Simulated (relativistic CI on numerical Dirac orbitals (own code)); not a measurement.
**Zn³⁺: M2,3 absorption edge**

Computed with this model: Dirac-Coulomb-Breit CI, KLI orbitals optimised for each configuration, model QED (radiative potential, 1s self-energy scaled to tabulated hydrogen-like ionisation energies), valence Slater integrals scaled by 0.7, multiplet model of core-to-valence dipole absorption; configurations [Ar] 3d9 → [Ne] 3s2 3p5 3d10; 300 K; Lorentzian 0.8 eV and Gaussian 0.3 eV FWHM. Energies are those of the free ion, without screening or charge transfer. The branching ratio is the share of the lower-energy edge in the whole absorption, uncertain by about 0.02 where the edges overlap. S is read from ⟨S²⟩ = S(S + 1).

Field parameters in Wybourne normalisation: D4h B²₀ = −7Ds, B⁴₀ = 21(Dq − Dt), B⁴₄ = 21√(5/14) Dq. The field is a parameter set, without covalency.

free ion: ground-state S = 0.50, centroid 82.68 eV. Peaks (eV, height): 82.7 (100).

D4h, 10Dq = 15850, Ds = -1500, Dt = 400 cm⁻¹: ground-state S = 0.50, centroid 84.60 eV. Peaks (eV, height): 83.8 (100), 86.9 (36).

D4h, 10Dq = 15850, Ds = -860, Dt = 400 cm⁻¹: ground-state S = 0.50, centroid 84.43 eV. Peaks (eV, height): 83.7 (100), 86.7 (35).

D4h, 10Dq = 15850, Ds = 1070, Dt = 400 cm⁻¹: ground-state S = 0.50, centroid 84.77 eV. Peaks (eV, height): 84.0 (100), 87.0 (38).

D4h, 10Dq = 15850, Ds = 1710, Dt = 400 cm⁻¹: ground-state S = 0.50, centroid 84.94 eV. Peaks (eV, height): 84.1 (100), 87.2 (38).

D4h, 10Dq = 15850, Ds = 2360, Dt = 400 cm⁻¹: ground-state S = 0.50, centroid 85.10 eV. Peaks (eV, height): 84.3 (100), 87.3 (39).

Strongest unbroadened transitions for D4h, 10Dq = 15850, Ds = 2360, Dt = 400 cm⁻¹:

| Energy (eV) | Relative strength |
| --- | --- |
| 84.28 | 100.0 |
| 87.32 | 37.1 |
